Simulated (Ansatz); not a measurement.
Ansatz (a quantum-chemistry and plane-wave program) input (B3LYP-D3(BJ)/def2-TZVP):

Ansatz 0.2 input:
```yaml
crystal:
  periodic: [false, false, false]
  atoms:
    - {symbol: Sn, position_ang: [0.00977870, -0.00779143, 0.36180530]}
    - {symbol: F, position_ang: [0.71090659, 1.33897926, -0.99659424]}
    - {symbol: F, position_ang: [-0.76523270, -1.29569354, -1.01343518]}
basis:
  gaussian:
    orbitals: def2-TZVP
hamiltonian:
  xc: b3lyp
  dispersion: d3bj
total_charge: -1
magnetization: {spin_polarized: true, initial_magnetization: 1}
phonons: {temperatures: {t_min: 298.15, t_max: 298.15, t_step: 100}}
```

Output:

```
Functional definition: B3LYP
integrals: 0.03 GiB planned
744 factors; their error is unknown
mean field: 0.42 GiB planned
mean field evaluation 1: about -11272.1805 eV, gradient 1.8e1 eV
mean field evaluation 2: about -11270.7952 eV, gradient 2.9e1 eV
mean field evaluation 4: about -11273.1293 eV, gradient 6.6e-1 eV
mean field evaluation 8: about -11273.2196 eV, gradient 1.1e-1 eV
mean field evaluation 16: about -11273.2197 eV, gradient 7.3e-6 eV
mean field -11273.21967026 eV, -414.2831816194 hartree, gradient 6.7e-6 eV, S^2 0.752660; 0 other end points of the search recorded, 0 dependent functions left out
the calculation of the forces begins
reference -11273.21987440 eV, -414.2831891214 hartree; 21, 20 occupied and 91, 92 virtual orbitals, 744 factors
these checks for a lower state are left out or cut short: stability, starts, cluster_reference, orbital_swaps, neighbouring_geometries, increment
integrals: 0.03 GiB planned
744 factors; their error is unknown
mean field: 0.42 GiB planned
mean field -11273.21964141 eV, -414.2831805592 hartree, gradient 1.8e-6 eV, S^2 0.752658; 0 other end points of the search recorded, 0 dependent functions left out
the calculation of the forces begins
reference -11273.21984556 eV, -414.2831880614 hartree; 21, 20 occupied and 91, 92 virtual orbitals, 744 factors
these checks for a lower state are left out or cut short: stability, starts, cluster_reference, orbital_swaps, neighbouring_geometries, increment
integrals: 0.03 GiB planned
744 factors; their error is unknown
mean field: 0.42 GiB planned
mean field evaluation 32: about -11273.2196 eV, gradient 1.6e-6 eV
mean field -11273.21963960 eV, -414.2831804925 hartree, gradient 1.8e-6 eV, S^2 0.752662; 0 other end points of the search recorded, 0 dependent functions left out
the calculation of the forces begins
reference -11273.21984373 eV, -414.2831879943 hartree; 21, 20 occupied and 91, 92 virtual orbitals, 744 factors
these checks for a lower state are left out or cut short: stability, starts, cluster_reference, orbital_swaps, neighbouring_geometries, increment
integrals: 0.03 GiB planned
744 factors; their error is unknown
mean field: 0.42 GiB planned
mean field -11273.21966063 eV, -414.2831812653 hartree, gradient 1.8e-6 eV, S^2 0.752659; 0 other end points of the search recorded, 0 dependent functions left out
the calculation of the forces begins
reference -11273.21986480 eV, -414.2831887684 hartree; 21, 20 occupied and 91, 92 virtual orbitals, 744 factors
these checks for a lower state are left out or cut short: stability, starts, cluster_reference, orbital_swaps, neighbouring_geometries, increment
integrals: 0.03 GiB planned
744 factors; their error is unknown
mean field: 0.42 GiB planned
mean field -11273.21963461 eV, -414.2831803092 hartree, gradient 1.8e-6 eV, S^2 0.752661; 0 other end points of the search recorded, 0 dependent functions left out
the calculation of the forces begins
reference -11273.21983872 eV, -414.2831878101 hartree; 21, 20 occupied and 91, 92 virtual orbitals, 744 factors
these checks for a lower state are left out or cut short: stability, starts, cluster_reference, orbital_swaps, neighbouring_geometries, increment
integrals: 0.03 GiB planned
744 factors; their error is unknown
mean field: 0.42 GiB planned
mean field -11273.21965970 eV, -414.2831812314 hartree, gradient 1.4e-6 eV, S^2 0.752661; 0 other end points of the search recorded, 0 dependent functions left out
the calculation of the forces begins
reference -11273.21986384 eV, -414.2831887333 hartree; 21, 20 occupied and 91, 92 virtual orbitals, 744 factors
these checks for a lower state are left out or cut short: stability, starts, cluster_reference, orbital_swaps, neighbouring_geometries, increment
integrals: 0.03 GiB planned
744 factors; their error is unknown
mean field: 0.42 GiB planned
mean field evaluation 64: about -11273.2197 eV, gradient 1.2e-6 eV
mean field -11273.21966061 eV, -414.2831812649 hartree, gradient 1.2e-6 eV, S^2 0.752659; 0 other end points of the search recorded, 0 dependent functions left out
the calculation of the forces begins
reference -11273.21986476 eV, -414.2831887670 hartree; 21, 20 occupied and 91, 92 virtual orbitals, 744 factors
Total energy: -11273.28192227 eV, -414.2854693387 hartree
Atom 0 at     0.009779    -0.007791     0.361805 Å, force    -0.000015     0.000012    -0.000554 eV/Å
Atom 1 at     0.710907     1.338979    -0.996594 Å, force     0.000215     0.000364     0.000279 eV/Å
Atom 2 at    -0.765233    -1.295694    -1.013435 Å, force    -0.000200    -0.000376     0.000275 eV/Å
Dipole moment:     0.016088    -0.012819     0.595246 e Å
Vibrations: 164.74 454.29 474.04 cm⁻¹, zero-point energy 0.067761 eV
```
